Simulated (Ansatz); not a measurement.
`CC1(F)BO1` → `FC1BO1` + `[CH2]` (triplet) at 600 K and 1 bar (formal loss of a carbene).

Gas-phase electronic energies from Ansatz, PBE0-D4/def2-TZVP geometries. CCSD(T)/CBS is the MP2 limit (def2-TZVPP, def2-QZVPP) plus CCSD(T) − MP2 in def2-TZVPP, frozen cores. This one scheme is used for every species. Triplets are unrestricted, without spin–orbit coupling.

```json
{"species": "`CC1(F)BO1`", "CCSD(T)/CBS energy (Eh)": "-278.25955", "H − E (kJ/mol)": "213.1", "S (J/(mol·K))": "370.8"}
{"species": "`FC1BO1`", "CCSD(T)/CBS energy (Eh)": "-238.98850", "H − E (kJ/mol)": "127.0", "S (J/(mol·K))": "317.9"}
{"species": "`[CH2]` (triplet)", "CCSD(T)/CBS energy (Eh)": "-39.09499", "H − E (kJ/mol)": "66.5", "S (J/(mol·K))": "220.8"}
```

H − E and S are ideal-gas, rigid-rotor, harmonic terms from PBE0-D4/def2-TZVP, for one conformer and one mirror image of each species, with the whole ground term of open shells counted as degenerate. 1 Eh = 2625.50 kJ/mol, R = 8.31446 J/(mol·K).

By hand: ΔE, ΔH, ΔS and ΔG.

ΔE = (-238.98850) + (-39.09499) − (-278.25955) = 0.17606 Eh = 462.2 kJ/mol. Δ(H − E) = 127.0 + 66.5 − 213.1 = -19.6, so ΔH = 442.6 kJ/mol. ΔS = 317.9 + 220.8 − 370.8 = 167.9 J/(mol·K). ΔG = 442.6 − 600 × (167.9)/1000 = 341.9 kJ/mol.

By hand: the equilibrium constant, and the temperature at which ΔG would vanish if ΔH and ΔS stayed fixed.

log₁₀ K = −ΔG/(RT ln 10) = -29.8. ΔG = 0 at ΔH/ΔS = 2636 K, far beyond where these terms or the molecules hold.

The number of gas molecules changes by +1, which sets the sign of ΔS. A doubt of 5 kJ/mol in ΔE shifts log₁₀ K by 0.4 here. Other conformers and mirror images would add mixing entropy, several J/(mol·K) or more a flexible species. A triplet takes part, so the spin changes. These are equilibria of isolated gas molecules and say nothing of rates. Largest T1 diagnostic: 0.016 (customary marks: 0.02 for closed shells, 0.045 for open ones).
